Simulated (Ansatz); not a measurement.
Calculated with Ansatz (gas phase, PBE0-D4/def2-TZVP geometries, no zero-point term in ΔE). CCSD(T)/CBS is the MP2 limit (def2-TZVPP, def2-QZVPP) plus CCSD(T) − MP2 in def2-TZVPP, frozen cores. Functionals use def2-TZVPP. For Ge outer-core shells are correlated without core-valence functions, which leaves a few kJ/mol of doubt a bond. Scalar relativity is left out up to krypton. Each species was taken in one conformer, which may not be the lowest.

Consider the ligand exchange at the Si–C bond: `[SiH3][CH]1[S][GeH2]1` + `CBS` → `CBS[SiH3]` + `[CH2]1[S][GeH2]1`.

`[SiH3][CH]1[S][GeH2]1`:

Z-matrix (Å, degrees):
```
Si
C 1 1.859
H 1 1.490 2 110.1
H 1 1.487 2 110.9 3 120.4
H 1 1.486 2 108.7 3 -119.6
S 2 1.864 1 113.9 3 175.8
Ge 2 1.934 1 120.0 3 95.6
H 2 1.088 1 117.0 3 -50.4
H 7 1.526 2 119.0 1 3.2
H 7 1.526 2 118.8 1 -150.0
```

`CBS`:

```xyz
8

C    -0.650   -0.291    0.840
B     0.079    0.022   -0.500
S     1.680    0.805   -0.473
H    -0.866   -1.364    0.898
H    -1.630    0.201    0.847
H    -0.110    0.002    1.742
H    -0.405   -0.248   -1.559
H     1.902    0.871   -1.796
```

`CBS[SiH3]`:

Cartesian coordinates in Å:
```
C 1.083 0.326 -1.914
B 0.214 -0.018 -0.669
S 0.567 0.721 0.925
Si -0.989 -0.201 2.085
H 1.507 -0.597 -2.329
H 1.894 1.032 -1.730
H 0.440 0.727 -2.707
H -0.705 -0.784 -0.755
H -2.321 0.162 1.543
H -0.857 0.309 3.473
H -0.832 -1.676 2.077
```

`[CH2]1[S][GeH2]1`:

Cartesian coordinates in Å:
```
C -0.278 0.055 -0.941
S 0.044 -1.667 -0.357
Ge 0.254 0.106 0.910
H 0.425 0.409 -1.688
H -1.316 0.255 -1.184
H -0.805 0.311 1.989
H 1.675 0.531 1.271
```

(1) Is it downhill or uphill in electronic energy at CCSD(T)/CBS, and by how much? (Best estimate.)

(2) What do these levels give: PBE-D4, PBE0-D4, ωB97X-V, PBE, SCS-MP2/def2-TZVPP, MP2/def2-QZVPP? (Estimate.)

Largest T1 diagnostic among the species: 0.013.

Results:

(1) Computed: Downhill: ΔE = -8.9 kcal/mol.

(2) The calculation gave: PBE-D4 -9.7, PBE0-D4 -10.0, ωB97X-V -9.6, PBE -10.2, SCS-MP2/def2-TZVPP -8.9, MP2/def2-QZVPP -9.0 kcal/mol.

The D4 term adds +0.8 kcal/mol with B3LYP and +0.5 kcal/mol with PBE0; it sums over pairs of atoms, weighted by their polarisabilities, and B3LYP, whose exchange is more repulsive, gets the larger term. In def2-TZVPP, CCSD(T) changes the Hartree–Fock value by +1.9 kcal/mol (the triples alone add +0.2 kcal/mol) and MP2 by +1.7 kcal/mol.

B3LYP here is the variant with VWN-RPA as its local correlation; programs differ in this.
